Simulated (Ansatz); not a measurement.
Consider the atomization: `[SiH3]N[SiH2][SeH]` → 7 H• + N• + Se• + 2 Si•.

Computed with Ansatz on PBE0-D4/def2-TZVP structures; ΔE is electronic, products minus reactants. CCSD(T)/CBS is the MP2 limit (def2-TZVPP, def2-QZVPP) plus CCSD(T) − MP2 in def2-TZVPP, frozen cores. This one scheme is used for every species, atoms too. Open shells (•) are unrestricted, without spin–orbit coupling. Spin–orbit coupling would lower the free atoms: a little for Si; clearly for Se. For Se outer-core shells are correlated without core-valence functions, so the limit isn't a true one: a few kJ/mol of doubt a bond, and 10 to 20 or more in all where bonds break to atoms. Scalar relativity is left out up to krypton. One conformer a species, not always the lowest.

```
             species  CCSD/def2-TZVPP energy (Eh)
`[SiH3]N[SiH2][SeH]`                  -3037.15290
                  H•                     -0.49981
                  N•                    -54.51368
                 Se•                  -2400.05177
                 Si•                   -288.92521
```

Task: Work out ΔE.

Result: ΔE = 7 × (-0.49981) + 2 × (-288.92521) + (-54.51368) + (-2400.05177) − (-3037.15290) = 1.23836 Eh = +33.70 eV. CCSD(T)/CBS gives +35.24 eV.

Largest T1 diagnostic among the species: 0.012.

The D4 term adds +0.48 eV with B3LYP and +0.25 eV with PBE0; it sums over pairs of atoms, weighted by their polarisabilities, and B3LYP, whose exchange is more repulsive, gets the larger term. In def2-TZVPP, CCSD(T) changes the Hartree–Fock value by +8.70 eV (the triples alone add +0.42 eV) and MP2 by +8.68 eV; breaking electron pairs costs correlation energy, which Hartree–Fock lacks. From PBE to PBE0 (25 % exact exchange), in def2-TZVPP and without D4, ΔE moves by −0.23 eV: exact exchange takes away binding that semilocal exchange gives to molecules.

B3LYP here is the variant with VWN-RPA as its local correlation; programs differ in this.

For atomizations the MP2-based limit and the directly extrapolated one differ by several kJ/mol either way, and by 10 to 25 for some Ge, Se and Sn compounds, so smaller differences from it don't rank the levels.
